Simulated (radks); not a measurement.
Results of a calculation; reference values are marked as such.
The strontium ion Sr2+, configuration [Kr] (the NIST ground configuration). Code: a radial shooting solver on a logarithmic mesh with Libxc functionals. Model: scalar-relativistic Kohn-Sham, exchange-only B88, spin-polarised, spherical densities, finite nucleus; Fermi nuclear charge, rms radius 4.224 fm.

Normalised radial functions P(r) = r R(r), r in bohr:

```
   r/bohr * 4s, o 4p (the largest magnitude, 0.987, reaches the edge; | marks zero, & curves that meet)
 0.001321                             o*
 0.001721                             o*
 0.002241                             o*
 0.002894                             o *
 0.003769                             o *
 0.004907                             o  *
  0.00639                             o  *
 0.008321                             o   *
  0.01075                             |o   *
    0.014                             |o   *
  0.01822                             |o   *
  0.02373                             | o  *
   0.0309                             |  o*
  0.03991                             | * o
  0.05197                             *     o
  0.06768                         *   |      o
  0.08812                      *      |       o
   0.1138                    *        |      o
   0.1482                      *      |   o
    0.193                            &|
   0.2513                     o       |      *
   0.3273                 o           |            *
   0.4227                  o          |            *
   0.5505                         o   |   *
   0.7168                  *          |      o
   0.9333      *                      |                 o
    1.215  *                          |                       o
     1.57       *                     |                      o
    2.044                *            |                o
    2.662                       *     |        o
    3.466                           * |   o
    4.513                             *o
```

4s: eigenvalue -53.496 eV, 3 radial nodes at r = 0.0499, 0.203, 0.593 bohr, <r> = 1.35 bohr, 90 % of the charge inside 1.98 bohr. 4p: eigenvalue -35.319 eV, 2 radial nodes at r = 0.181, 0.613 bohr, <r> = 1.55 bohr, 90 % of the charge inside 2.32 bohr.
